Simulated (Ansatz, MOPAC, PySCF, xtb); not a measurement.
Complex: HF (SMILES F) (first 2 atoms) with C3H8 (SMILES CCC); geometry from B3LYP-D3(BJ)/def2-TZVP, rigid monomers moved along the line of their centres of mass till H2···C5 is 3.25 Å.
(charge 0, multiplicity 1):
```tsv
atom	x (Å)	y (Å)	z (Å)
F	-0.3619	0.0912	0.3687
H	-0.4978	0.3562	1.2480
C	0.9067	-1.1406	4.4792
C	0.1668	-0.0939	5.3081
C	-0.6458	0.8736	4.4515
H	1.4795	-1.8186	5.1139
H	0.2108	-1.7450	3.8921
H	1.6044	-0.6718	3.7809
H	0.8840	0.4731	5.9079
H	-0.4997	-0.5920	6.0176
H	-1.1706	1.6165	5.0541
H	0.0041	1.4282	3.7653
H	-1.4101	0.3389	3.8765
```

Counterpoise-corrected where a basis set is named; no monomer relaxation. Rows marked so take none.

Rows in 6-31G* carry no dispersion term and start afresh at each structure (6-31G* with six Cartesian d functions). The state that AM1, PM7 reach isn't checked; PM7 holds dispersion and hydrogen-bond terms.

Programs: Ansatz (Gaussian orbitals); MOPAC for AM1, PM7 (differences of heats of formation); PySCF for 6-31G* rows, the dispersion terms; xtb for the GFN methods. 

```tsv
level	interaction energy (kcal/mol)
AM1	-0.25
PM7	-0.69
GFN1-xTB	-0.52
GFN2-xTB	-0.97
HF/6-31G*	-0.44
HF/6-31G* (no counterpoise)	-0.57
r2SCAN/def2-TZVPPD	-0.91
PBE0/def2-TZVPPD	(withheld)
PBE0-D3(BJ)/def2-TZVPPD	(withheld)
```

Problem. What belongs in the gaps?

Solution. 
- PBE0/def2-TZVPPD, interaction energy (kcal/mol): -0.78
- PBE0-D3(BJ)/def2-TZVPPD, interaction energy (kcal/mol): -1.15

Ansatz is a quantum-chemistry and plane-wave program.
